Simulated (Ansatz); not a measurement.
1-butyl-3-methylimidazolium dicyanamide (C₁₀H₁₅N₅). Total charge 0; triplet. Geometry r2SCAN-D4/def2-SVP, that of the neutral singlet; atoms count from 1.

```xyz
30

C     2.4705    2.4591   -2.5037
C     1.6654    2.0848   -1.2649
C     2.1725    0.8123   -0.5905
C     1.4150    0.4218    0.6723
N    -0.0044    0.1466    0.4166
C    -1.0815    0.9409    0.7532
C    -2.2136    0.2519    0.4141
N    -1.8019   -0.9420   -0.1414
C    -2.6946   -2.0157   -0.5589
C    -0.4642   -0.9920   -0.1162
H     3.5307    2.6285   -2.2546
H     2.0864    3.3779   -2.9724
H     2.4329    1.6576   -3.2597
H     1.6926    2.9157   -0.5348
H     0.6019    1.9578   -1.5398
H     2.1487   -0.0312   -1.3056
H     3.2331    0.9323   -0.3074
H     1.8130   -0.4957    1.1401
H     1.4426    1.2302    1.4186
H    -0.9521    1.9087    1.2304
H    -3.2651    0.4727    0.5739
H    -2.0928   -2.8990   -0.8047
H    -3.2700   -1.6994   -1.4406
H    -3.3579   -2.2397    0.2927
H     0.1512   -1.8447   -0.3931
N    -3.3279   -1.7448    2.4955
C    -2.2398   -2.0423    2.8489
N    -1.0604   -2.3624    3.2998
C    -0.0111   -2.4199    2.5390
N     0.9807   -2.4701    1.8930
```

At PBE0-D4/def2-SVP a singlet of charge 0 lies 4.26 eV below the triplet at the same geometry.

Q: Estimate the Mulliken populations of the heavy atoms from the PBE0/def2-SVP orbitals of Ansatz.

A: 
```
atom  charge (e)  spin (α − β)
  C1       -0.07          0.00
  C2       -0.13          0.00
  C3       -0.07          0.02
  C4        0.11         -0.01
  N5       -0.30          0.20
  C6        0.08          0.12
  C7        0.10          0.15
  N8       -0.32          0.15
  C9        0.07         -0.02
 C10        0.08          0.83
 N26       -0.05          0.27
 C27       -0.03         -0.11
 N28       -0.19          0.28
 C29       -0.03         -0.10
 N30       -0.05          0.24
```
Mulliken values depend strongly on the basis.

Q: Where does the spin sit?

A: Summed by element: C 0.88, N 1.13, H -0.01, of 2 unpaired in all. Largest on single atoms: C10 0.83, N28 0.28, N26 0.27.

Q: And the Mayer bond orders between heavy atoms (over 0.3)?

A: C1–C2 1.10 (1.52 Å); C2–C3 1.05 (1.53 Å); C3–C4 1.07 (1.52 Å); C4–N5 0.96 (1.47 Å); N5–C6 1.21 (1.38 Å); N5–C10 0.98 (1.34 Å); C6–C7 1.45 (1.37 Å); C7–N8 1.18 (1.38 Å); N8–C9 0.95 (1.46 Å); N8–C10 1.03 (1.34 Å); N26–C27 2.61 (1.18 Å); C27–N28 1.44 (1.30 Å); N28–C29 1.42 (1.30 Å); C29–N30 2.64 (1.18 Å).
